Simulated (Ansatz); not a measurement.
Consider the atomization: `C[SiH]([AlH2])CF` → Al• + 2 C• + F• + 8 H• + Si•.

Calculated with Ansatz (gas phase, PBE0-D4/def2-TZVP geometries, no zero-point term in ΔE). CCSD(T)/CBS is the MP2 limit (def2-TZVPP, def2-QZVPP) plus CCSD(T) − MP2 in def2-TZVPP, frozen cores. This one scheme is used for every species, atoms too. For atomizations the MP2-based limit and the directly extrapolated one differ by several kJ/mol either way, and by 10 to 25 for some Ge, Se and Sn compounds, so smaller differences from it don't rank the levels. Functionals use def2-TZVPP. HSE06 is defined as in plane-wave codes. No spin–orbit coupling; open shells (•) take unrestricted orbitals. Spin–orbit coupling would lower the free atoms: a little for Al, C, F, Si. One conformer a species, not always the lowest.

CCSD(T)/CBS gives +4321.1 kJ/mol.

Task: Another level gave +4335.0 kJ/mol. Which?
A. r2SCAN/def2-TZVPP
B. CAM-B3LYP-D4/def2-TZVPP
C. ωB97X-V/def2-TZVPP
D. HSE06/def2-TZVPP

Result: B. CAM-B3LYP-D4 4335.0, HSE06 4288.1, ωB97X-V 4341.8, r2SCAN 4321.2 kJ/mol.

Task: What do rigid-rotor, harmonic-oscillator terms from PBE0-D4/def2-TZVP frequencies (298.15 K, 1 bar) make of the CCSD(T)/CBS value? (Estimate.)

Result: Computed: ΔZPE = -232.9 kJ/mol, ΔH = +4142.0 kJ/mol, ΔS = 1333 J/(mol·K), ΔG = +3744.5 kJ/mol. Open shells count their whole term as degenerate.

Largest T1 diagnostic among the species: 0.018.

The D4 term adds +40.7 kJ/mol with B3LYP and +21.7 kJ/mol with PBE0; it sums over pairs of atoms, weighted by their polarisabilities, and B3LYP, whose exchange is more repulsive, gets the larger term. From r2SCAN to r2SCAN0 (25 % exact exchange), in def2-TZVPP and without D4, ΔE moves by −49.5 kJ/mol: exact exchange takes away binding that semilocal exchange gives to molecules.

B3LYP here is the variant with VWN-RPA as its local correlation; programs differ in this.
